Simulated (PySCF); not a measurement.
## Which functional comes closest?

Molecule: SMILES C(OCCCC)(C)=O, C6H12O2.

Geometry:
```json
{"atom": "C1", "x (Å)": "-2.865", "y (Å)": "-0.264", "z (Å)": "0.375"}
{"atom": "C2", "x (Å)": "-2.136", "y (Å)": "0.940", "z (Å)": "-0.208"}
{"atom": "C3", "x (Å)": "-0.625", "y (Å)": "0.928", "z (Å)": "0.002"}
{"atom": "C4", "x (Å)": "0.072", "y (Å)": "-0.220", "z (Å)": "-0.703"}
{"atom": "O5", "x (Å)": "1.491", "y (Å)": "-0.096", "z (Å)": "-0.624"}
{"atom": "C6", "x (Å)": "2.084", "y (Å)": "-0.606", "z (Å)": "0.463"}
{"atom": "C7", "x (Å)": "3.576", "y (Å)": "-0.444", "z (Å)": "0.403"}
{"atom": "O8", "x (Å)": "1.489", "y (Å)": "-1.148", "z (Å)": "1.358"}
{"atom": "H9", "x (Å)": "-3.955", "y (Å)": "-0.156", "z (Å)": "0.272"}
{"atom": "H10", "x (Å)": "-2.640", "y (Å)": "-0.383", "z (Å)": "1.446"}
{"atom": "H11", "x (Å)": "-2.583", "y (Å)": "-1.203", "z (Å)": "-0.126"}
{"atom": "H12", "x (Å)": "-2.541", "y (Å)": "1.861", "z (Å)": "0.242"}
{"atom": "H13", "x (Å)": "-2.354", "y (Å)": "1.018", "z (Å)": "-1.289"}
{"atom": "H14", "x (Å)": "-0.190", "y (Å)": "1.871", "z (Å)": "-0.368"}
{"atom": "H15", "x (Å)": "-0.396", "y (Å)": "0.868", "z (Å)": "1.079"}
{"atom": "H16", "x (Å)": "-0.158", "y (Å)": "-0.214", "z (Å)": "-1.779"}
{"atom": "H17", "x (Å)": "-0.225", "y (Å)": "-1.188", "z (Å)": "-0.276"}
{"atom": "H18", "x (Å)": "3.877", "y (Å)": "0.281", "z (Å)": "-0.362"}
{"atom": "H19", "x (Å)": "4.024", "y (Å)": "-1.422", "z (Å)": "0.167"}
{"atom": "H20", "x (Å)": "3.945", "y (Å)": "-0.144", "z (Å)": "1.392"}
```

Geometry PBE0-D3(BJ)/def2-SVP throughout; GIAO in PySCF 2.14, gas phase, one conformer, non-relativistic; equivalent atoms averaged; basis pcSseg-1.

Reference values (measured; solution, not stated per compound (mostly CDCl3 or CCl4); Pretsch, Buehlmann, Badertscher, Structure Determination of Organic Compounds, 4th ed. (2009)): δ(H16/H17) = 4.06 ppm, δ(H14/H15) = 1.60 ppm, δ(H12/H13) = 1.39 ppm, δ(H9/H10/H11) = 0.94 ppm. Computed shifts are taken against TMS, calculated as an isolated molecule at each level.

Question: How do the functionals OPBE, KT3, B97-D, B3LYP, PBE0, mPW1PW91, BHandHLYP, wB97X-D, LC-wPBE perform against the reference? Times are CPU seconds on shared hosts with different chips, so compare them loosely; the GGAs took longer than the global hybrids here, which isn't the general rule, and the cause wasn't traced.

Answer: 
```csv
functional,kind,H16/H17,H14/H15,H12/H13,H9/H10/H11,mean abs. error H,core-s
OPBE,GGA,3.99,1.58,1.39,0.94,0.02,36
KT3,GGA,3.98,1.59,1.42,0.97,0.04,37
B97-D,GGA,4.04,1.61,1.41,0.99,0.02,38
B3LYP,global hybrid,3.97,1.56,1.34,0.98,0.05,27
PBE0,global hybrid,3.95,1.54,1.31,0.95,0.06,31
mPW1PW91,global hybrid,3.94,1.53,1.30,0.95,0.07,25
BHandHLYP,global hybrid,3.88,1.52,1.26,0.97,0.10,35
wB97X-D,range-separated hybrid,3.93,1.51,1.26,0.95,0.09,39
LC-wPBE,range-separated hybrid,3.89,1.48,1.20,0.92,0.12,44
```

For ¹H the closest is OPBE (0.02 ppm, with B97-D, KT3 practically level) and the furthest LC-wPBE (0.12 ppm). One molecule is a small sample, and vibrational and solvent effects are absent from the calculation.
